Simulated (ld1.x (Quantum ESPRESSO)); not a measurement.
**cadmium (Cd), TM: configuration errors across variants**

cadmium (Cd), norm-conserving Troullier–Martins (Kleinman–Bylander form), made with ld1.x (Quantum ESPRESSO) 7.5 (Wu–Cohen, scalar-relativistic). Core [Ar] 3d10 4s2, reference 4p6 4d10 5s2 5p0. Waves: 5s (bound): rc 2.55 bohr; 4p (bound): rc 1.35 bohr; 4d (bound): rc 1.25 bohr. Local part: the d channel. Core correction: a·sin(br)/r model core inside 1.20 bohr.

All-electron excitation energies from the reference (eV): (1) 4p6 4d10 5s1 5p0 9.313; (2) 4p6 4d10 5s0 5p0 26.404; (3) 4p6 4d9 5s0 5p0 64.426; (4) 4p6 4d9 5s2 5p0 17.976; (5) 4p6 4d10 5s0 5p1 15.203; (6) 4p6 4d9 5s2 5p1 12.657; (7) 4p6 4d10 5s0 5p2 9.835.

Tests that are not counted but printed errors over 1 eV. “wave 4d (bound): rc 1.25 bohr becomes 4d (bound): rc 0.86 bohr”: 4p6 4d9 5s2 5p0 (solver errors, printed error -17.1 eV).

A true bound ghost makes a file unfit for plane-wave use even where its test errors are small: the radial tests pick states by their node count and pass the ghost by. Where a test does run into it, the solver fails or the error is huge.

Errors AE − PS in meV (a dash: test not solved or not reliable):

| change | (1) | (2) | (3) | (4) | (5) | (6) | (7) | bound ghosts |
| --- | --- | --- | --- | --- | --- | --- | --- | --- |
| base | -5.4 | -38 | -1.1 | +7.0 | +28 | +51 | +50 | s |
| wave 4d (bound): rc 1.25 bohr becomes 4d (bound): rc 0.86 bohr | -3.9 | -38 | +4.9 | – | +50 | +104 | +80 | s |
| wave 4d (bound): rc 1.25 bohr becomes 4d (bound): rc 0.98 bohr | -5.1 | -38 | +1.5 | +18 | +37 | +66 | +62 | s |
| wave 4d (bound): rc 1.25 bohr becomes 4d (bound): rc 1.18 bohr | -5.4 | -38 | -0.8 | +8.1 | +30 | +54 | +53 | s |
| wave 4d (bound): rc 1.25 bohr becomes 4d (bound): rc 1.54 bohr | -5.4 | -37 | -4.4 | +2.9 | +9.3 | +33 | +25 | s |
| wave 4d (bound): rc 1.25 bohr becomes 4d (bound): rc 1.72 bohr | -5.2 | -35 | -13 | -1.9 | -33 | -4.9 | -35 | s |
| wave 4d (bound): rc 1.25 bohr becomes 4d (bound): rc 1.88 bohr | -5.0 | -33 | -23 | -5.5 | -81 | -45 | -103 | s |

Q: Give the same row for: wave 4d (bound): rc 1.25 bohr becomes 4d (bound): rc 1.32 bohr.

A: -5.4, -38, -1.4, +6.3, +26, +49, +48; bound ghosts: s.
